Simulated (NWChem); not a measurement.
# CH$_{4}$Al, doublet; SMILES [CH3][AlH]

```xyz
6

Al    -0.0256     0.7447     0.4202
C     -0.0064    -1.1947     0.0734
H      0.2342    -1.3751    -0.9897
H     -1.0159    -1.6092     0.2456
H      0.7080    -1.7613     0.6886
H     -1.0495     1.6487    -0.4368
```
Atoms are numbered in this order, from 1.

Level: PBE0/def2-SVP, spin-unrestricted (NWChem), optimised geometry, unscaled harmonic frequencies. This spin state was assumed; another may lie lower.

| frequency (cm⁻¹) | IR intensity (km/mol) |
|---|---|
| 119 | 2.1 |
| 452 | 27.1 |
| 522 | 0.0 |
| 619 | 46.8 |
| 754 | 128.2 |
| 1183 | 10.1 |
| 1407 | 3.6 |
| 1419 | 6.9 |
| 1825 | 240.5 |
| 3033 | 3.2 |
| 3126 | 5.2 |
| 3167 | 2.3 |

The zero-point energy is 25.2 kcal/mol and the thermal correction to the enthalpy at 298.15 K (with zero-point energy) is 28.5 kcal/mol. The heat capacity Cv is 12.6 cal/(mol K) and the entropy at 298.15 K and 1 atm (symmetry number 1, electronic part: spin degeneracy alone) comes out as 64.6 cal/(mol K). The dipole moment comes out as 0.68 D.

Rigid rotor and harmonic oscillator.
